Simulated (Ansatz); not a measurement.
Geometry optimisation, RKS PBE/def2-SVP (Ansatz).

The input (input.yaml):

```yaml
crystal:
  periodic: [false, false, false]
  atoms:
    - { symbol: W, position_ang: [0.0, 0.0, 0.0] }
    - { symbol: Cl, position_ang: [0.0, 0.0, 2.39] }
    - { symbol: F, position_ang: [1.85, 0.0, 0.0] }
    - { symbol: F, position_ang: [0.0, 1.85, 0.0] }
    - { symbol: F, position_ang: [-1.85, 0.0, 0.0] }
    - { symbol: O, position_ang: [0.0, -1.94, 0.0] }
    - { symbol: H, position_ang: [0.3816, -2.2771, 0.8723] }
    - { symbol: F, position_ang: [0.0, 0.0, -1.85] }
basis:
  gaussian: { orbitals: def2-SVP }
hamiltonian:
  xc: pbe
relax:
  f_tol: 0.02
  max_steps: 40
```

Launched with:

```bash
$ ansatz run input.yaml --threads 4 --pin off --max-ram 5120MiB --backend cpu --events-out ev --progress --plain --runs-dir out
```

Problem. Where does it end, and by what steps?

Solution. It converged. After 18 steps the energy has fallen by 0.326 eV; H7 moved furthest, 0.70 Å.

```
step  energy less start (eV)  largest force component (eV/Å)  accepted
   0                  0.0000                           1.977       yes
   1                 -0.1718                           0.960       yes
   2                 -0.2473                           0.522       yes
   3                 -0.2872                           0.366       yes
   4                 -0.3043                           0.125       yes
   5                 -0.3115                           0.217       yes
   6                 -0.3036                           1.116        no
   7                 -0.3195                           0.112       yes
   8                 -0.3236                           0.028       yes
   9                 -0.3196                           0.705        no
  10                 -0.3247                           0.043       yes
  11                 -0.3237                           0.378        no
  12                 -0.3254                           0.030       yes
  13                 -0.3256                           0.102       yes
  14                 -0.3257                           0.087       yes
  15                 -0.3258                           0.090       yes
  16                 -0.3258                           0.051       yes
  17                 -0.3260                           0.068       yes
  18                 -0.3261                           0.004       yes
```

```xyz
8
Properties=species:S:1:pos:R:3
W 0.026 0.010 0.100
Cl 0.011 0.308 2.397
F 1.894 0.161 0.039
F -0.054 1.868 -0.084
F -1.846 -0.015 0.042
O 0.119 -1.828 0.268
H 0.205 -2.781 0.426
F 0.027 -0.091 -1.776
```

Whether the end is a true minimum wasn't checked by a vibrational analysis.

Run time: 39 s on 4 threads of Arm Neoverse V2, with other jobs on the host, peak memory 0.19 GiB.
